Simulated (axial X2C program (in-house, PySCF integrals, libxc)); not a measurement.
# Spin–orbit effects down a group: molecules with H (ions), CCSD(T)

All values come from calculations with an in-house all-electron X2C program for linear molecules (integrals from PySCF), spin-free (one-electron X2C) or two-component (2c: spin–orbit coupling with atomic mean-field Coulomb and Gaunt terms, which also bring small scalar terms), in Dyall basis sets with cores contracted in-house; open shells are unrestricted.

Basis sets: Ba dyall-cv3z, Be dyall-cv3z, Ca dyall-cv3z, H dyall-v3z, Mg dyall-cv3z, Sr dyall-cv3z. Frozen shells (counts by l): BeH⁺ Be 1s, H none, 2 electrons correlated; MgH⁺ Mg 2s1p, H none, 2 electrons correlated; CaH⁺ Ca 2s1p, H none, 10 electrons correlated; SrH⁺ Sr 3s2p1d, H none, 10 electrons correlated; BaH⁺ Ba 4s3p2d, H none, 10 electrons correlated. Coupled cluster in natural virtuals with an MP2 remainder. Where the outer core of a metal is frozen, bonds come out longer and ionisation energies lower. Frozen cores can differ along the series, which adds to the trend.

| molecule | spin-free state | Re (Å) | ωe (cm⁻¹) | De (eV) | 2c state | Re 2c (Å) | ωe 2c (cm⁻¹) | De 2c (eV) |
| --- | --- | --- | --- | --- | --- | --- | --- | --- |
| BeH⁺ | M_S = 0, Λ = 0 | 1.317 | 2199.9 | 3.15 | Ω = 0 | 1.317 | 2199.8 | 3.15 |
| MgH⁺ | M_S = 0, Λ = 0 | 1.664 | 1688.6 | 2.09 | Ω = 0 | 1.664 | 1688.4 | 2.09 |
| CaH⁺ | M_S = 0, Λ = 0 | 1.904 | 1496.8 | 2.15 | Ω = 0 | 1.904 | 1496.8 | 2.15 |
| SrH⁺ | M_S = 0, Λ = 0 | 2.039 | 1409.2 | 2.10 | Ω = 0 | 2.039 | 1409.5 | 2.10 |
| BaH⁺ | M_S = 0, Λ = 0 | 2.141 | 1340.4 | 2.42 | Ω = 0 | 2.140 | 1341.3 | 2.42 |

Question: Work out the shifts from the spin-free to the two-component result.

Answer: 

```csv
molecule,2c state,ΔRe (Å),Δωe (cm⁻¹),ΔDe (eV)
BeH⁺,Ω = 0,0.000,-0.1,0.00
MgH⁺,Ω = 0,0.000,-0.2,0.00
CaH⁺,Ω = 0,0.000,0.0,0.00
SrH⁺,Ω = 0,0.000,0.3,0.00
BaH⁺,Ω = 0,-0.001,0.9,0.00
```

Shifts of one unit in the last digit are rounding.

Fragments in 2c: Be+ + H, Mg+ + H, Ca+ + H, Sr+ + H, Ba+ + H. Each entry is the lowest single determinant of a limited PBE0 search at one distance. De goes to single-determinant-based atoms at the same level (for ions the charge split of lowest energy) and is withheld (n/a) where an atom does not fit its ground term or J level. Main or longest-lived isotopes.
